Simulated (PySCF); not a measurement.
## Electronic structure of In (indium, neutral) at the UHF level

Configuration: [Kr] 4d10 5s2 5d1, 2D determinant (an excited configuration). All numbers are calculated (PySCF 2.14, no relativity, point nucleus, in dyall-av2z).

- Total energy: -5740.001632 hartree
- One-electron energy: -7916.4144 hartree
- Hartree (Coulomb) energy: 2330.1596 hartree
- Exchange energy: -153.7468 hartree
- Kinetic energy: 5740.13525 hartree
- ⟨S²⟩: 0.7506
- ⟨L²⟩: 6.002
- Sum of ⟨r⟩: 37.50 bohr
- Sum of ⟨r²⟩: 82.41 bohr²
- Traceless quadrupole moment −½Σ⟨3z² − r²⟩ along its main axis: 11.0 e·bohr²
- Density at the nucleus (Gaussians lack the cusp): 82300 bohr⁻³
- Spin density at the nucleus: -0.357 bohr⁻³
- Langevin diamagnetic susceptibility: -65.3 ×10⁻⁶ cm³/mol

```csv
shell,electrons,mean orbital energy (eV),spread (eV),"rms radius, mean of both spins (bohr)"
1s β,1,-27154.1,0,0.0359
1s α,1,-27154.1,0,0.0359
2s α,1,-4067.8,0,0.145
2s β,1,-4067.8,0,0.145
2p α,3,-3789.6,0,0.127
2p β,3,-3789.6,0.005,0.127
3s β,1,-808.65,0,0.384
3s α,1,-808.64,0,0.384
3p α,3,-692.97,0.009,0.378
3p β,3,-692.97,0.013,0.378
3d α,5,-481.15,0.015,0.352
3d β,5,-481.14,0.012,0.352
4s α,1,-137.95,0,0.937
4s β,1,-137.95,0,0.937
4p α,3,-97.945,0.015,1.00
4p β,3,-97.932,0.038,1.00
4d α,5,-31.456,0.053,1.26
4d β,5,-31.443,0.051,1.26
5s α,1,-11.823,0,2.91
5s β,1,-11.739,0,2.91
5d α,1,-0.858,0,6.27
```

A non-relativistic calculation at this Z misses sizeable relativistic shifts. The outer electron is Rydberg-like, and this basis confines it to a smaller radius and binds it less than a complete one would.

Spin-orbit constants ζ (cm⁻¹) from the X2C one-electron operator on these orbitals (non-relativistic here): bare nucleus, nucleus screened by l(l+1)(2l+1)/3 electrons, and screened by the Breit-Pauli mean field of the electrons.

| shell | bare | screened nucleus | mean field |
| --- | --- | --- | --- |
| 2p | 981800 | 941700 | 921800 |
| 3p | 175600 | 168400 | 164100 |
| 3d | 30440 | 24220 | 23290 |
| 4p | 28560 | 27390 | 26610 |
| 4d | 3336 | 2655 | 2491 |
| 5d | 28.63 | 22.79 | 20.03 |

To first order the Landé constant is A = 20.03 cm⁻¹, so the lowest level has J = 3/2 and lies 0.00373 eV below the centre of the term.
